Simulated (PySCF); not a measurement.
**Identify the compound**

Molecular formula: C₅H₁₂O₃Si₂. Simulated spectra:

$^{1}$H NMR (300 MHz, computed): δ 4.48 (sept, 1H), 4.18 (s, 3H), 2.13 (br s, 2H), 1.34 (d, 6H).

$^{13}$C{$^{1}$H} NMR (computed): δ 122.3, 104.6, 69.0, 27.8.

- NMR shieldings at PBE0/pcSseg-1/GIAO
- coordinates at the GFN2-xTB level
- run in PySCF 2.14.0 with density-fitted response routines
- isolated molecule, one conformer, relativity neglected, averaged over atoms made equivalent by symmetry, fast rotation or ring inversion

Scale: TMS for $^{1}$H and $^{13}$C (reference shieldings calculated alike).

Propose a structure and justify it.

## Answers


1. Rings plus π bonds: 2 (no ring in the answer).
2. 4 carbon signals for 5 carbons: some carbons are equivalent by symmetry or fast rotation.
3. Carbon types of the structure: 2 × C, 1 × CH, 2 × CH3, leaving 5 H on heteroatoms.
4. δC 122.3, 104.6: alkyne carbon.
5. δC 69.0: sp3 CH bonded to O; deshielded by the electronegative neighbour.
6. δC 27.8: methyl carbon; a saturated carbon with 1 carbon neighbour and no heteroatom attached.
7. δH 4.48: hydrogen on an sp3 CH bonded to O; its carbon carries O, an electronegative neighbour.
8. δH 4.18: hydrogen on a silicon bonded to C.
9. δH 2.13: hydrogen on an oxygen bonded to Si; exchangeable, gas-phase position.
10. δH 1.34: hydrogen on a methyl carbon.

These data were computed for SMILES C(C)(C)O[Si](O)(O)C#C[SiH3].

The data come from this structure; uniqueness wasn't tested.

OH and NH positions are those of a molecule without intermolecular hydrogen bonds; in solution they move with solvent, concentration and temperature, and exchange usually removes their couplings. Shifts are as computed. Against solution values, carbons near 30 ppm lie about +3 ppm off and those near 130 ppm about +5 ppm. Of 1211 compounds with measured shifts, 218 miss one by over three times the rms of a fit or turn the order of signals round; such compounds aren't used in these exercises. Multiplicities follow the n + 1 count of equivalent neighbours, as no J values were calculated; m marks all less simple cases, F and P coupling included.
